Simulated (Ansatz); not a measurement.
The cluster GeTe2. The state is a singlet with charge 0. Geometry r2SCAN-D4/def2-TZVP; atoms count from 1.

```tsv
atom	x (Å)	y (Å)	z (Å)
Ge1	-0.0002	-0.0001	0.0002
Te2	1.7778	0.4362	1.4383
Te3	-1.7776	-0.4361	-1.4385
```

In the def2 sets Te takes a core potential; there is no spin–orbit coupling. Another isomer (singlet) lies 0.25 eV lower at PBE0-D4/def2-TZVP; other spin states weren't run for this one.

Estimate the Mulliken populations from the PBE0/def2-TZVP orbitals of Ansatz.


| atom | charge (e) |
| --- | --- |
| Ge1 | 0.22 |
| Te2 | -0.11 |
| Te3 | -0.11 |
Mulliken values and Mayer orders depend strongly on the basis.

And the Mayer bond orders between bonded heavy atoms (over 0.3)?

Ge1–Te2 1.92 (2.33 Å); Ge1–Te3 1.92 (2.33 Å). Values over 0.3 also appear between atoms too far apart for a bond (Te2–Te3 0.34 at 4.66 Å); they arise where an orbital or an unpaired electron spreads over both atoms.
